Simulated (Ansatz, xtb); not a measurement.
## A family of molecules: the atomisation energy (no zero-point term)

One atom is swapped for its congeners: C2H6Se `CC[SeH]`; GeH2(CH3)(SeH); SnH2(CH3)(SeH). The Si member is missing. All are singlets with charge 0.

Shapes, held fixed at every level: PBE0-D4/def2-TZVP. Flexible molecules stand in one conformer, not always the lowest. Programs: Ansatz 0.2.0, xtb 6.7.1. Values in eV.

**Question.** How should the atomisation energy change along the series?

**Answer.** At CCSD(T)/def2-TZVPP the atomisation energy falls at every step, from 31.97 to 26.92 eV. 7 of 8 levels show this order throughout; 7 agree on the largest and the smallest. For atoms past krypton def2 sets carry core potentials with scalar relativity. Relativity is left out for Ge, Se unless named. Correlated rows may include outer-core shells of Ge, Se, Sn, which these sets cover unevenly. GFN0-xTB strays far from the other rows. xTB rows lack spin polarisation. Spin-orbit coupling, which grows down the group, is left out (summed over each molecule's free atoms 0.12, 0.24, 0.43 eV).

| level | C2H6Se | GeH2(CH3)(SeH) | SnH2(CH3)(SeH) |
| --- | --- | --- | --- |
| GFN0-xTB | 33.42 | 34.54 | 34.29 |
| SPW92/def2-TZVPP | 37.01 | 32.45 | 30.97 |
| r2SCAN-D4/def2-TZVPP | 32.68 | 28.85 | 27.38 |
| PBE0-D4/def2-TZVPP | 32.72 | 28.62 | 27.21 |
| wB97X-V/def2-TZVPP | 32.66 | 28.90 | 27.56 |
| B2PLYP/def2-TZVPP | 32.28 | 28.37 | 26.94 |
| MP2/def2-SVP | 31.09 | 27.00 | 25.49 |
| CCSD(T)/def2-TZVPP | 31.97 | 28.34 | 26.92 |
